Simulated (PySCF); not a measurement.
H₆F₂Si₃ (SMILES F[SiH](F)[SiH2][SiH3]), singlet, at a GFN2-xTB geometry, atoms displaced at random by about 0.08 Å a coordinate; PySCF with R2SCAN/STO-3G, gradient.

Input for PySCF:
```python
from pyscf import gto, scf, dft

mol = gto.Mole()
mol.atom = '''
    Si   -2.351675   -0.355442    0.335610
    Si   -0.436249   -0.408867   -1.055951
    Si    1.609721    0.300572   -0.202019
    F     1.186232    1.708169    0.446767
    F     1.650919   -0.439029    1.197961
    H    -2.136243   -1.260379    1.627632
    H    -3.564104   -0.823443   -0.364665
    H    -2.796526    0.875461    0.832516
    H    -0.615844    0.233728   -2.370312
    H    -0.177603   -1.907582   -1.501959
    H     2.765989    0.393048   -0.897783
'''
mol.basis = 'sto-3g'
mol.charge = 0
mol.spin = 0
mol.verbose = 3
mol.build()

mf = dft.RKS(mol)
mf.xc = 'r2scan'
mf.kernel()
g = mf.nuc_grad_method()
grad = g.kernel()
```

It wrote (shortened):

```
converged SCF energy = -1058.68494529006
--------------- RKS gradients ---------------
         x                y                z
0 Si    -0.0176757660     0.0554448106    -0.0160189266
1 Si    -0.0050960712     0.0485437250     0.0253009654
2 Si     0.0925523824    -0.0017208608    -0.0065916047
3 F    -0.0007313908    -0.0519677947    -0.0037976559
4 F    -0.0220406799     0.0442540100    -0.0471401831
5 H     0.0061820135    -0.0287224911     0.0464391490
6 H    -0.0146958544     0.0026049798    -0.0031394473
7 H    -0.0018923575    -0.0278134244    -0.0075310452
8 H     0.0058874635     0.0009867361    -0.0115266627
9 H     0.0131743040    -0.0447556459    -0.0168507217
10 H    -0.0533124722     0.0011894407     0.0335476084
----------------------------------------------
```
